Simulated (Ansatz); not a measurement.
BMe2Cl (C₂H₆BCl). The state is a singlet with charge 0. Geometry PBE-D4/def2-SVP; atoms count from 1.

```xyz
10

B    -0.185    0.504   -0.013
C     0.524    0.007    1.295
H     1.617    0.179    1.152
H     0.409   -1.085    1.454
H     0.233    0.556    2.211
C    -0.384   -0.392   -1.285
H    -1.326   -0.969   -1.126
H     0.417   -1.151   -1.400
H    -0.511    0.172   -2.229
Cl   -0.795    2.180   -0.058
```

(1) Estimate the Mulliken populations from the PBE0/def2-TZVP orbitals of Ansatz.

(2) And the Mayer bond orders between bonded heavy atoms (over 0.3)?

Results:

(1) 
```tsv
atom	charge (e)
B1	0.15
C2	-0.43
H3	0.15
H4	0.14
H5	0.15
C6	-0.43
H7	0.15
H8	0.14
H9	0.15
Cl10	-0.16
```
Mulliken values and Mayer orders depend strongly on the basis.

(2) B1–C2 1.07 (1.57 Å); B1–C6 1.07 (1.57 Å); B1–Cl10 1.32 (1.78 Å).
